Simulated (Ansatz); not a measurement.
SnBr4, SMILES [Sn]([Br])([Br])([Br])[Br].

Geometry: B3LYP-D3(BJ)/def2-SVP. The isomer is the one that the SMILES or the coordinates give; other isomers of the formula were not compared. The def2 effective core potentials stand for the cores of Sn; spin–orbit coupling is left out.

Two levels are set side by side: PBE/def2-SVPD (Ansatz, a quantum-chemistry and plane-wave program) and PBE0/def2-SVPD (Ansatz). Energy differences of separate SCF runs at the same geometry; the states with an electron removed or added have multiplicity 2 and 2. Differences are taken from unrounded values.

```
quantity                            PBE0   PBE  PBE minus PBE0
---------------------------------  -----  ----  --------------
vertical ionisation energy (eV)    10.63  9.98           -0.66
vertical electron affinity (eV)     2.42  2.43            0.01
vertical singlet–triplet gap (eV)   3.57  2.95           -0.62
```
